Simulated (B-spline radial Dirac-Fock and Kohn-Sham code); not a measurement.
**Dipole and non-dipole photoemission parameters of Ce 4f5/2**

System: the free cerium atom, configuration 1s2 2s2 2p6 3s2 3p6 3d10 4s2 4p6 4d10 4f1 5s2 5p6 5d1 6s2; threshold 12.31 eV (orbital energy of the model). The computed values come from a radial finite-basis atomic code: Dirac-Hartree-Slater photoionisation with a Latter tail; cross sections with all multipoles, angular parameters from the dipole term and its interference with E2.

Input file task.json (cfg lists n, l and occupation; rrms is the nuclear radius in fm):

```json
{"items": [{
  "Z": 58,
  "q": 0,
  "cfg": [[1, 0, 2], [2, 0, 2], [2, 1, 6], [3, 0, 2], [3, 1, 6], [3, 2, 10], [4, 0, 2], [4, 1, 6], [4, 2, 10], [4, 3, 1], [5, 0, 2], [5, 1, 6], [5, 2, 1], [6, 0, 2]],
  "A": 140,
  "rrms": 4.8771,
  "do": "xps",
  "hv": [76.5, 79.9, 80, 93.2, 131.0, 206.0, 230.0, 266.0, 302.0, 400, 437.0, 600, 730.0, 780.0, 828.0, 1000.0, 1250.0, 1440.0, 1480.0, 1486.9, 2190.0, 2984.4, 3010.0, 4470.0, 5414.7, 5720.0, 7660.0, 8047.8, 11400.0, 15000],
  "edges": {"K": 40443.0, "L1": 6548.0, "L2": 6164.0, "L3": 5723.0, "M1": 1436.0, "M2": 1274.0, "M3": 1187.0, "M4": 902.4, "M5": 883.8, "N1": 291.0, "N2": 223.2, "N3": 206.5, "N4": 109.0, "N5": 109.0}
}]}
```

Run with: `python xray2_run.py task.json out`

```
hν (eV)    σ (kb)      β      γ      δ
   76.5       498  0.403  0.004  0.012
   79.9       489  0.401  0.004  0.012
     80       488  0.401  0.004  0.012
   93.2       446  0.406  0.005  0.014
    131       318  0.473  0.008  0.018
    206       155  0.647  0.019  0.025
    230       124  0.697  0.023  0.027
    266      90.4  0.764  0.031  0.031
    302      67.1  0.821  0.040  0.034
    400      32.4  0.937  0.073  0.043
    437      25.4  0.968  0.088  0.046
    600      9.98  1.053  0.159  0.059
    730      5.39  1.082  0.218  0.069
    780      4.35  1.087  0.241  0.072
    828      3.58  1.089  0.262  0.076
   1000      1.90  1.086  0.333  0.087
   1250     0.874  1.061  0.426  0.103
   1440         ?      ?      ?      ?
   1480     0.477  1.030  0.501  0.118
 1486.9     0.469  1.029  0.503  0.118
   2190     0.110  0.929  0.683  0.162
 2984.4    0.0325  0.837  0.835  0.210
   3010    0.0314  0.835  0.839  0.212
   4470   0.00610  0.715  1.043  0.296
 5414.7   0.00267  0.658  1.135  0.347
   5720   0.00210  0.642  1.159  0.363
   7660  0.000573  0.560  1.273  0.460
 8047.8  0.000459  0.546  1.290  0.478
  11400  9.26e-05  0.462  1.398  0.627
  15000  2.54e-05  0.402  1.469  0.769
```

Problem. Give the values at 1440 eV.

Solution. σ = 0.527 kb, β = 1.035, γ = 0.488, δ = 0.115.
